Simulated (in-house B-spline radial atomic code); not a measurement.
A run on an ion of nuclear charge 2 with 1.5 electrons that did not converge. Method: scalar-relativistic (X2C) OLYP, spin-polarised, spherical fractional occupations, Gaussian nucleus of rms radius 1.6755 fm; computed with a B-spline radial code for spherical atoms.

Command:
```bash
python run_scf.py task.json out
```
Settings (nuclear radius in fm, mass in u):
```
Z                2
configuration    1s1.5
hamiltonian      x2c
method           optx,lyp
spin_polarised   True
nucleus          gauss
rms_radius       1.6755
atomic_mass      4.0026
speed_of_light   137.035999084
```

First and last ten iterations of the last attempt (damped for 15 steps, keeping 80 % of the old Fock matrix, then DIIS):
```
 iter        energy (Eh)    residual
    1          -2.470581    3.34e-02
    2          -2.531861    8.35e-03
    3          -2.532934    6.30e-03
    4          -2.533557    4.72e-03
    5          -2.533916    3.53e-03
    6          -2.534121    2.63e-03
    7          -2.534238    1.95e-03
    8          -2.534304    1.45e-03
    9          -2.534341    1.07e-03
   10   135674966.940500    1.55e+00
  111    48002994.098860    5.17e+00
  112    42189878.008430    5.19e+00
  113    41723761.477910    1.12e+01
  114    65596974.083490    4.96e+00
  115    68364994.360960    5.25e+00
  116    68367499.384150    5.21e+00
  117    61389930.632870    4.56e+00
  118    41888094.082090    2.77e+00
  119    16287216.919830    1.67e+01
  120    55467487.703040    3.03e+00
 not converged after 120 iterations
```

The smallest residual met was 1.1e-03; the threshold is about 1e-07. No energy from this run should be used. Time taken, with all properties: 0.81 s on 1 thread of Arm Neoverse V2 (shared host).
